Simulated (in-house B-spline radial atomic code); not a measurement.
Inner levels of hafnium as electrons are removed. A shift is the extra binding of the orbital against the neutral atom ([Xe] 4f14 5d2 6s2). Computed with a radial B-spline atomic code at the basis-set limit: non-relativistic Hartree-Fock, average of the configuration, point nuclei.

This level leaves out relativity, spin-orbit splitting included, which matters for heavy ions.

| ion | configuration | shift of 3p (eV) | shift of 3s (eV) | shift of 2p (eV) | radius of 3p (bohr) | radius of 3s (bohr) | radius of 2p (bohr) | Σ<r²> (bohr²) | change of density at nucleus (bohr⁻³) |
| --- | --- | --- | --- | --- | --- | --- | --- | --- | --- |
| Hf24+ | [Kr] 4d10 4f2 | 757.42 | 757.48 | 753.42 | 0.21561 | 0.22537 | 0.075424 | 6.1516 | -0.537 |
| Hf25+ | [Kr] 4d10 4f1 | 813.34 | 813.39 | 809 | 0.21547 | 0.22524 | 0.075429 | 5.8142 | 25.414 |
| Hf26+ | [Kr] 4d10 | 870.67 | 870.71 | 866.12 | 0.21532 | 0.2251 | 0.075434 | 5.4944 | 52.724 |
| Hf27+ | [Kr] 4d9 | 927.56 | 927.29 | 927.85 | 0.21509 | 0.2249 | 0.075425 | 5.1725 | 90.549 |
| Hf28+ | [Kr] 4d8 | 985.34 | 984.74 | 990.72 | 0.21486 | 0.22468 | 0.075414 | 4.8609 | 129.51 |
| Hf29+ | [Kr] 4d7 | 1044 | 1043.05 | 1054.72 | 0.21461 | 0.22446 | 0.075403 | 4.5592 | 169.59 |
| Hf30+ | [Kr] 4d6 | 1103.54 | 1102.22 | 1119.85 | 0.21436 | 0.22423 | 0.075392 | 4.267 | 210.81 |
| Hf31+ | [Kr] 4d5 | 1163.95 | 1162.24 | 1186.1 | 0.21409 | 0.224 | 0.07538 | 3.9839 | 253.16 |
| Hf32+ | [Kr] 4d4 | 1225.23 | 1223.11 | 1253.48 | 0.21382 | 0.22375 | 0.075368 | 3.7094 | 296.65 |
| Hf33+ | [Kr] 4d3 | 1287.37 | 1284.81 | 1321.98 | 0.21354 | 0.22349 | 0.075355 | 3.4432 | 341.3 |
| Hf34+ | [Kr] 4d2 | 1350.36 | 1347.35 | 1391.59 | 0.21325 | 0.22323 | 0.075341 | 3.1849 | 387.07 |
| Hf35+ | [Kr] 4d1 | 1414.2 | 1410.72 | 1462.32 | 0.21295 | 0.22296 | 0.075327 | 2.9343 | 433.97 |
| Hf36+ | [Ar] 3d10 4s2 4p6 | 1478.88 | 1474.92 | 1534.16 | 0.21264 | 0.22268 | 0.075313 | 2.691 | 482.01 |
| Hf37+ | [Ar] 3d10 4s2 4p5 | 1542.15 | 1538.09 | 1605.12 | 0.21265 | 0.22243 | 0.075301 | 2.447 | 534.58 |
| Hf38+ | [Ar] 3d10 4s2 4p4 | 1606.06 | 1601.89 | 1676.94 | 0.21242 | 0.22218 | 0.075287 | 2.2083 | 588.13 |
| Hf39+ | [Ar] 3d10 4s2 4p3 | 1670.6 | 1666.31 | 1749.6 | 0.21217 | 0.22193 | 0.075272 | 1.975 | 642.7 |
| Hf40+ | [Ar] 3d10 4s2 4p2 | 1735.76 | 1731.34 | 1823.1 | 0.21192 | 0.22166 | 0.075256 | 1.7467 | 698.27 |
| Hf41+ | [Ar] 3d10 4s2 4p1 | 1801.54 | 1796.99 | 1897.45 | 0.21167 | 0.2214 | 0.07524 | 1.5234 | 754.85 |
| Hf42+ | [Ar] 3d10 4s2 | 1867.94 | 1863.24 | 1972.64 | 0.21141 | 0.22112 | 0.075224 | 1.3048 | 812.44 |
| Hf43+ | [Ar] 3d10 4s1 | 1934.41 | 1927.7 | 2046.92 | 0.21115 | 0.22115 | 0.075209 | 1.088 | -125.96 |
| Hf44+ | [Ar] 3d10 | 2001.44 | 1992.7 | 2121.94 | 0.2109 | 0.22097 | 0.075194 | 0.87535 | -1089.52 |
| Hf45+ | [Ar] 3d9 | 2112.08 | 2101.66 | 2271.02 | 0.20965 | 0.21983 | 0.075126 | 0.82476 | -977.77 |
